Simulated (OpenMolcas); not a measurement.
An OpenMolcas run meant for Nd⁴⁺ (ANO-RCC-VDZ, DKH4; inactive shells 1s 2s 2p 3s 3p 3d 4s 4p 4d 5s 5p; intended active space 2 electrons in 7 orbitals (4f)). One step of its input:

```
&RASSCF
FileOrb=start.orb
Symmetry=1
Spin=3
nActEl=2 0 0
Inactive=15 12
Ras2=0 7
CIRoot=21 21 1
SDav=21
CIMx=300
Iter=91 100
PrWF=0.3
OrbListing=Nothing
MaxOrb=0
Atom
Thrs=1.0e-2 5.0e-1 5.0e-1
```

The run finished. Its levels beside those of a sound run (CASSCF), in eV above each run's lowest level:

| Level | This run | Usual run |
| --- | --- | --- |
| 4f² ³H₄ | 0.0000 | 0.0000 |
| 4f² ³H₅ | 0.3682 | 0.3696 |
| 4f² ³H₆ | 0.7523 | 0.7554 |
| 4f² ³F₂ | 0.9653 | 0.9685 |
| 4f² ³F₃ | 1.2037 | 1.2079 |
| 4f² ¹G₄ [50 %] | 1.2076 | 1.2131 |
| 4f² ³F₄ [52 %] | 1.6996 | 1.7060 |
| 4f² ¹D₂ | 3.3523 | 3.3591 |
| 4f² ¹I₆ | 4.0124 | 4.0188 |
| 4f² ³P₀ | 4.2020 | 4.2161 |
| 4f² ³P₁ | 4.2673 | 4.2817 |
| 4f² ³P₂ | 4.4700 | 4.4846 |

Task: Which setting is unsound, and how much does it matter here?

Result: The convergence thresholds are far too loose, so the orbitals stop early. Against the sound run the excited levels shown move by 59 cm-1 on average and by 120 cm-1 at most.

Some high roots are left out of the spin-orbit mixing, which shifts the levels that they would mix with. Without dynamic correlation excited terms often stand tens of per cent too high (terms of higher spin than the ground term too low), and those without a measured partner can miss by more than the paired ones. Some levels mix across a computed gap that differs much from the measured one, so their mixing is not that of the real levels. The basis is small and was not contracted for so high a charge. Levels of configurations outside the active space are missing.

A share in square brackets marks a mixed level and gives the weight of the term that names it, the lowest over the columns.
